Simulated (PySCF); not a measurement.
**Vibration and rotation of CoF⁺**

M06 constants of CoF⁺, quartet, unpaired electrons σ ↑, π ↑, δ ↑, a mixture of terms (⟨Lz²⟩ = 5.0) (basis Co def2-TZVPPD, F def2-TZVPPD; no relativity; PySCF 2.14; masses 58.9332 and 18.9984 u):

| Quantity | Value |
| --- | --- |
| ωe | 765.9 cm⁻¹ |
| ωexe | 4.25 cm⁻¹ |
| Be | 0.4079 cm⁻¹ |
| αe | 0.00292 cm⁻¹ |
| D (centrifugal) | 4.63e-07 cm⁻¹ |

**Question.** Give the vibrational terms G(v) and spacings up to v = 6.

**Answer.** G(v) = ωe(v+½) − ωexe(v+½)².

```csv
v,G(v) (cm⁻¹),G(v) − G(v−1),Bv (cm⁻¹)
0,381.9,,0.4064
1,1139.3,757.4,0.4035
2,1888.2,748.9,0.4006
3,2628.6,740.4,0.3977
4,3360.5,731.9,0.3948
5,4083.9,723.4,0.3918
6,4798.8,714.9,0.3889
```

De is left out where the level can put another filling of the metal’s s and d shells below the measured ground configuration, by anything from nothing to about 1 eV. The state is the lowest single determinant that the PBE0 search found; with open d or f shells the true ground state can be another one.
